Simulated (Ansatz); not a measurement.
This geometry of ClF₂H₅N₂Zr (11 atoms, charge 0, multiplicity 1) is a first-order saddle point.

These are results of Ansatz, RKS B3LYP/def2-SVP, not measurements.

```xyz
11
Properties=species:S:1:pos:R:3
Zr -0.356 -0.006 -0.155
Cl 0.252 -0.842 2.432
N 1.654 0.085 -0.400
H 2.368 -0.204 0.266
H 2.102 0.574 -1.176
F -0.951 1.385 -1.334
N -1.001 -1.738 -0.976
H -1.981 -1.932 -1.188
H -0.437 -2.521 -1.303
F -1.704 0.572 1.398
H -0.991 -0.033 2.176
```

(1) Which two structures does it join? (They come from a converged band through this point; their orientation in space is the band's.)

(2) How far does it lie above each of them?

Results:

(1) Bonds broken: Zr1–Cl2, F10–H11. Bonds formed: Cl2–H11. ClF2H5N2Zr becomes ClH + F2H4N2Zr.

Image 0:

```xyz
11
Properties=species:S:1:pos:R:3
Zr -0.065 0.001 0.019
Cl 0.233 -0.190 2.487
N 1.839 -0.054 -0.658
H 2.551 -0.741 -0.400
H 2.276 0.647 -1.258
F -0.704 1.647 -0.735
N -0.869 -1.678 -0.794
H -1.854 -1.926 -0.694
H -0.426 -2.346 -1.422
F -2.252 0.037 1.184
H -1.774 -0.057 2.010
```

Image 8:

```xyz
11
Properties=species:S:1:pos:R:3
Zr -0.508 0.197 -0.557
Cl 0.392 -1.046 2.938
N 1.506 0.166 -0.355
H 1.951 -0.182 0.498
H 2.224 0.549 -0.970
F -1.049 1.425 -1.932
N -1.082 -1.684 -1.074
H -2.034 -1.954 -1.327
H -0.497 -2.518 -1.110
F -1.397 0.648 1.135
H -0.552 -0.261 2.493
```

(2) 0.243 eV above the first and 0.219 eV above the second. This is the barrier of this one path; another mechanism may lie lower. The orbitals stay closed-shell, which can raise the energy where a bond breaks towards radicals; this wasn't checked here.

Time of the run: 5.9 min on 4 threads of Arm Neoverse V1 (shared host), peak memory 0.35 GiB.
